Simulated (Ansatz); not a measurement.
Consider the ligand exchange at the Al–Cl bond: `[Cl][Al]([Cl])[Br]` + NH₃ → `[NH2][Al]([Cl])[Br]` + HCl.

Computed with Ansatz on PBE0-D4/def2-TZVP structures; ΔE is electronic, products minus reactants. CCSD(T)/CBS is the MP2 limit (def2-TZVPP, def2-QZVPP) plus CCSD(T) − MP2 in def2-TZVPP, frozen cores. This one scheme is used for every species. DFT in def2-TZVPP. B3LYP here is the variant with VWN-RPA as its local correlation; programs differ in this. HSE06 is defined as in plane-wave codes. For Br outer-core shells are correlated without core-valence functions, which leaves a few kJ/mol of doubt a bond. Scalar relativity is left out up to krypton. Each species was taken in one conformer, which may not be the lowest.

```
             level  ΔE (kcal/mol)  difference from CCSD(T)/CBS
       LDA (SPW92)           12.4                         -1.9
         revPBE-D4           14.4                          0.1
           BLYP-D4           13.4                         -0.9
         r2SCAN-D4           14.4                          0.1
            B97M-V           15.0                          0.7
           PBE0-D4           14.6                          0.3
          B3LYP-D4           13.7                         -0.6
        r2SCANh-D4           14.5                          0.2
        r2SCAN0-D4           14.6                          0.3
          HSE06-D4           14.7                          0.4
          BHLYP-D4           14.3                          0.0
      CAM-B3LYP-D4           12.9                         -1.4
           ωB97X-V           13.9                         -0.4
           ωB97M-V           14.0                         -0.3
            B2PLYP           13.8                         -0.5
          PBE-QIDH           14.6                          0.3
               PBE           14.3                          0.0
            revPBE           14.9                          0.6
              BLYP           13.5                         -0.8
            r2SCAN           14.5                          0.2
              PBE0           14.6                          0.3
           r2SCANh           14.6                          0.3
           r2SCAN0           14.7                          0.4
             HSE06           14.7                          0.4
         CAM-B3LYP           12.9                         -1.4
           LC-ωPBE           13.5                         -0.8
RPA@PBE/def2-TZVPP           12.8                         -1.5
       HF/def2-SVP           15.7                          1.4
      MP2/def2-SVP           14.4                          0.1
     CCSD/def2-SVP           14.3                          0.0
  CCSD(T)/def2-SVP           14.3                          0.0
     HF/def2-TZVPP           14.9                          0.6
    MP2/def2-TZVPP           14.0                         -0.3
   CCSD/def2-TZVPP           13.3                         -1.0
CCSD(T)/def2-TZVPP           13.3                         -1.0
     HF/def2-QZVPP           14.8                          0.5
    MP2/def2-QZVPP           14.5                          0.2
SCS-MP2/def2-QZVPP           14.1                         -0.2
      HF/CBS(def2)           14.8                          0.5
     MP2/CBS(def2)           14.9                          0.6
       CCSD(T)/CBS           14.3                            0
```

Largest T1 diagnostic among the species: 0.008.

In def2-TZVPP, CCSD(T) changes the Hartree–Fock value by −1.5 kcal/mol (the triples alone add +0.1 kcal/mol) and MP2 by −0.9 kcal/mol. Leaving LDA and LC-ωPBE aside and taking each functional with its dispersion term where it has one, the values spread over 2.1 kcal/mol, from CAM-B3LYP-D4 to B97M-V. LDA lies −1.9 kcal/mol from PBE without D4.
